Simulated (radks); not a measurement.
The numbers below are computed, except where a source is named.
These are the eigenvalues of the occupied orbitals of an atom or ion with whole-number occupations (Ry). Code: a radial shooting solver on a logarithmic mesh with Libxc functionals. Model: Dirac Kohn-Sham, PBE, spin-unpolarised, spherical densities, finite nucleus; Fermi nuclear charge, rms radius of each element as measured or else 0.836 A^(1/3) + 0.57 fm.

orbital  eigenvalue
1s1/2     -5419.922
2s1/2     -943.6846
2p1/2     -903.7246
2p3/2     -791.1878
3s1/2     -219.9558
3p1/2     -202.0328
3p3/2     -177.4920
3d3/2     -147.3965
3d5/2     -142.0805
4s1/2     -46.78684
4p1/2     -39.25658
4p3/2     -33.49257
4d3/2     -21.12017
4d5/2     -20.05245
5s1/2      -7.18742
5p1/2      -4.86870
4f5/2      -4.39800
4f7/2      -4.19186
5p3/2      -3.97270
5d3/2      -0.98583
5d5/2      -0.90641
6s1/2      -0.87280
6f5/2      -0.02693

Which element is it, and in what charge state? The configuration may be excited. Open shells, if any, fill j = l - 1/2 first.

Answer. Z = 76, osmium, charge 0: Os in [Xe] 4f14 5d6 6s1 6f1. The list shows which subshells hold electrons but not how many an open one holds; the 1s level, -2710 hartree, gives Z - s = 73.6 by -(Z - s)^2/2, which with screening and relativity narrows Z to a few neighbours, and the depths of the outer levels then fix element, charge and occupations together.
